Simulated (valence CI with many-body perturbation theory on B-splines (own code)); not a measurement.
# E1 line list for Bi LXIX

Level of theory: valence CI with perturbative core correlation (CI+MBPT): five valence electrons over a frozen Dirac-Fock core [Ne], a basis of 11 s, 11 p, 10 d, 8 f, 5 g, 2 h functions for each j, with the one-electron correlation potential Σ1 (screened to all orders), the two-electron term Σ2, the three-electron term Σ3, Breit, model QED; selected single and double excitations, second order for the rest, scaled by the run's own slope (own B-spline code, finite nucleus).

The last digits are not significant, and no measured levels were compared; by estimate large intervals hold to a few tenths of a per cent, small ones and those within an open d or f shell to about a per cent. Among the levels kept, up to 3300 cm⁻¹ of a level comes from second order outside the variational space, and about a tenth of that is noise between levels of different J, which matters for small intervals.

Lines 101 to 150 of 571 in falling wavelength, among levels below 2036.3 eV, chosen from the strongest by gf and those to the six lowest levels. Wavelengths and rates use the calculated energies. Electric multipoles are in the length gauge, E1 and E2 with the static RPA response of the core. Weak lines are less certain than strong ones. Lines between different terms over intervals too small for the method are left out, as are lines whose strength nearly cancels. The highest levels of a list are the least certain.

Levels are named by their leading jj configuration (3d3/2^4 stands for four electrons in 3d with j = 3/2), which in mixed levels can hold well under half, so a name can repeat and another be missing. Letters in brackets count levels of one name in rising energy.

```
λ vac (nm)                               Upper                               Lower   A (s⁻¹)  S (a.u.) with core polarisation  S without
     3.244  (3s 3p1/2^2 3d3/2 3d5/2) J=7/2 [b]          (3s^2 3p1/2 3d3/2^2) J=5/2  8.46e+10                         1.14e-02   1.15e-02
     3.213  (3s^2 3p1/2 3p3/2 3d5/2) J=3/2 [a]          (3s^2 3p1/2 3p3/2^2) J=1/2  3.49e+09                         2.28e-04   2.31e-04
     3.193  (3s^2 3p1/2 3p3/2 3d5/2) J=7/2 [a]          (3s^2 3p1/2 3p3/2^2) J=5/2  1.78e+09                         2.28e-04   2.31e-04
     3.141          (3s 3p1/2^2 3d5/2^2) J=5/2  (3s 3p1/2^2 3p3/2 3d5/2) J=3/2 [b]  1.15e+11                         1.05e-02   1.07e-02
     3.119          (3s 3p1/2^2 3d5/2^2) J=9/2  (3s 3p1/2^2 3p3/2 3d5/2) J=7/2 [b]  1.15e+11                         1.73e-02   1.74e-02
     3.095          (3s^2 3p3/2^2 3d5/2) J=1/2                (3s^2 3p3/2^3) J=3/2  1.99e+11                         5.82e-03   5.89e-03
     3.094          (3s^2 3p1/2 3d5/2^2) J=3/2      (3s^2 3p1/2 3p3/2 3d5/2) J=1/2  2.39e+11                         1.40e-02   1.41e-02
     3.089  (3s 3p1/2^2 3p3/2 3d5/2) J=3/2 [a]          (3s 3p1/2^2 3p3/2^2) J=3/2  1.39e+11                         8.09e-03   8.18e-03
     3.070  (3s^2 3p1/2 3p3/2 3d5/2) J=3/2 [a]          (3s^2 3p1/2 3p3/2^2) J=5/2  3.86e+10                         2.20e-03   2.23e-03
     3.065          (3s 3p1/2^2 3d5/2^2) J=7/2  (3s 3p1/2^2 3p3/2 3d5/2) J=5/2 [b]  5.07e+11                         5.77e-02   5.83e-02
     3.056          (3s^2 3p1/2 3d5/2^2) J=9/2  (3s^2 3p1/2 3p3/2 3d5/2) J=7/2 [b]  6.28e+11                         8.84e-02   8.94e-02
     3.055          (3s^2 3p1/2 3d5/2^2) J=7/2  (3s^2 3p1/2 3p3/2 3d5/2) J=5/2 [b]  7.21e+11                         8.11e-02   8.20e-02
     3.052          (3s^2 3p1/2 3d5/2^2) J=5/2  (3s^2 3p1/2 3p3/2 3d5/2) J=3/2 [b]  2.53e+11                         2.13e-02   2.16e-02
     3.043  (3s 3p1/2 3p3/2^2 3d5/2) J=7/2 [b]            (3s 3p1/2 3p3/2^3) J=5/2  6.49e+10                         7.21e-03   7.29e-03
     3.040  (3s^2 3p1/2 3p3/2 3d5/2) J=5/2 [a]          (3s^2 3p1/2 3p3/2^2) J=5/2  1.91e+11                         1.59e-02   1.61e-02
     3.034  (3s 3p1/2^2 3d3/2 3d5/2) J=3/2 [b]  (3s 3p1/2^2 3p3/2 3d3/2) J=1/2 [b]  1.28e+11                         7.04e-03   7.12e-03
     3.033          (3s 3p1/2^2 3d5/2^2) J=3/2  (3s 3p1/2^2 3p3/2 3d5/2) J=3/2 [b]  1.79e+11                         9.84e-03   9.95e-03
     3.028  (3s^2 3p3/2 3d3/2 3d5/2) J=3/2 [a]          (3s^2 3p3/2^2 3d3/2) J=1/2  1.29e+11                         7.09e-03   7.17e-03
     3.025  (3s^2 3p1/2 3d3/2 3d5/2) J=7/2 [a]      (3s^2 3p1/2 3p3/2 3d3/2) J=7/2  1.03e+11                         1.12e-02   1.14e-02
     3.020  (3s^2 3p3/2 3d3/2 3d5/2) J=5/2 [b]      (3s^2 3p3/2^2 3d3/2) J=3/2 [a]  1.17e+11                         9.51e-03   9.62e-03
     3.012          (3s 3p1/2^2 3d5/2^2) J=3/2  (3s 3p1/2^2 3p3/2 3d5/2) J=5/2 [b]  1.10e+11                         5.91e-03   5.97e-03
     3.011  (3s^2 3p3/2 3d3/2 3d5/2) J=3/2 [a]      (3s^2 3p3/2^2 3d3/2) J=3/2 [a]  1.21e+11                         6.53e-03   6.61e-03
     2.996  (3s 3p1/2^2 3d3/2 3d5/2) J=7/2 [b]  (3s 3p1/2^2 3p3/2 3d3/2) J=5/2 [b]  3.02e+11                         3.20e-02   3.24e-02
     2.990  (3s^2 3p1/2 3d3/2 3d5/2) J=5/2 [b]  (3s^2 3p1/2 3p3/2 3d3/2) J=3/2 [b]  4.14e+11                         3.28e-02   3.31e-02
     2.985  (3s^2 3p3/2 3d3/2 3d5/2) J=1/2 [a]          (3s^2 3p3/2^2 3d3/2) J=1/2  1.97e+11                         5.16e-03   5.22e-03
     2.984          (3s 3p1/2^2 3d5/2^2) J=3/2      (3s 3p1/2^2 3p3/2 3d5/2) J=1/2  2.29e+11                         1.20e-02   1.21e-02
     2.982      (3s 3p1/2^2 3d3/2 3d5/2) J=1/2  (3s 3p1/2^2 3p3/2 3d3/2) J=1/2 [b]  3.41e+11                         8.92e-03   9.02e-03
     2.978          (3s 3p1/2^2 3d5/2^2) J=9/2  (3s 3p1/2^2 3p3/2 3d5/2) J=7/2 [a]  4.45e+11                         5.80e-02   5.86e-02
     2.978          (3s^2 3p1/2 3d5/2^2) J=5/2  (3s^2 3p1/2 3p3/2 3d5/2) J=7/2 [b]  1.49e+11                         1.16e-02   1.18e-02
     2.977  (3s 3p1/2 3p3/2^2 3d5/2) J=3/2 [c]            (3s 3p1/2 3p3/2^3) J=1/2  1.19e+11                         6.20e-03   6.27e-03
     2.976  (3s 3p1/2^2 3d3/2 3d5/2) J=5/2 [b]  (3s 3p1/2^2 3p3/2 3d3/2) J=3/2 [b]  2.23e+11                         1.74e-02   1.76e-02
     2.973  (3s^2 3p3/2 3d3/2 3d5/2) J=5/2 [b]          (3s^2 3p3/2^2 3d3/2) J=5/2  1.63e+11                         1.27e-02   1.28e-02
     2.973  (3s^2 3p1/2 3p3/2 3d5/2) J=3/2 [a]          (3s^2 3p1/2 3p3/2^2) J=3/2  3.03e+11                         1.57e-02   1.59e-02
     2.966  (3s 3p1/2 3p3/2^2 3d5/2) J=3/2 [b]            (3s 3p1/2 3p3/2^3) J=5/2  2.65e+11                         1.36e-02   1.38e-02
     2.955  (3s^2 3p3/2 3d3/2 3d5/2) J=7/2 [b]          (3s^2 3p3/2^2 3d3/2) J=7/2  3.40e+11                         3.47e-02   3.51e-02
     2.952  (3s^2 3p3/2 3d3/2 3d5/2) J=5/2 [b]          (3s^2 3p3/2^2 3d3/2) J=7/2  7.73e+10                         5.89e-03   5.95e-03
     2.951  (3s 3p1/2 3p3/2^2 3d5/2) J=5/2 [a]        (3s 3p1/2 3p3/2^3) J=3/2 [a]  1.31e+11                         9.99e-03   1.01e-02
     2.949          (3s 3p1/2^2 3d5/2^2) J=7/2  (3s 3p1/2^2 3p3/2 3d5/2) J=7/2 [b]  2.21e+11                         2.23e-02   2.26e-02
     2.947  (3s 3p1/2^2 3p3/2 3d5/2) J=5/2 [a]          (3s 3p1/2^2 3p3/2^2) J=5/2  3.24e+11                         2.46e-02   2.48e-02
     2.946          (3s^2 3p1/2^2 3d5/2) J=5/2          (3s^2 3p1/2^2 3p3/2) J=3/2  4.53e+11                         3.43e-02   3.47e-02
     2.945  (3s^2 3p1/2 3p3/2 3d5/2) J=5/2 [a]          (3s^2 3p1/2 3p3/2^2) J=3/2  1.13e+11                         8.57e-03   8.66e-03
     2.931  (3s 3p1/2 3p3/2^2 3d5/2) J=5/2 [c]            (3s 3p1/2 3p3/2^3) J=5/2  7.18e+10                         5.35e-03   5.41e-03
     2.931  (3s 3p1/2 3p3/2^2 3d5/2) J=1/2 [c]        (3s 3p1/2 3p3/2^3) J=3/2 [b]  3.23e+11                         8.02e-03   8.11e-03
     2.931      (3s 3p1/2^2 3p3/2 3d5/2) J=1/2          (3s 3p1/2^2 3p3/2^2) J=1/2  5.04e+11                         1.25e-02   1.27e-02
     2.927  (3s^2 3p1/2 3d3/2 3d5/2) J=5/2 [a]  (3s^2 3p1/2 3p3/2 3d3/2) J=3/2 [a]  3.05e+11                         2.26e-02   2.29e-02
     2.926  (3s^2 3p1/2 3p3/2 3d5/2) J=3/2 [b]          (3s^2 3p1/2 3p3/2^2) J=1/2  4.73e+11                         2.34e-02   2.36e-02
     2.925  (3s^2 3p1/2 3d3/2 3d5/2) J=7/2 [a]  (3s^2 3p1/2 3p3/2 3d3/2) J=5/2 [a]  3.92e+11                         3.87e-02   3.92e-02
     2.923  (3s^2 3p3/2 3d3/2 3d5/2) J=3/2 [b]      (3s^2 3p3/2^2 3d3/2) J=3/2 [b]  5.35e+11                         2.64e-02   2.67e-02
     2.914  (3s 3p1/2^2 3d3/2 3d5/2) J=3/2 [b]  (3s 3p1/2^2 3p3/2 3d3/2) J=3/2 [b]  2.47e+11                         1.21e-02   1.22e-02
     2.913  (3s^2 3p1/2 3d3/2 3d5/2) J=3/2 [b]  (3s^2 3p1/2 3p3/2 3d3/2) J=3/2 [b]  1.15e+11                         5.62e-03   5.68e-03
```
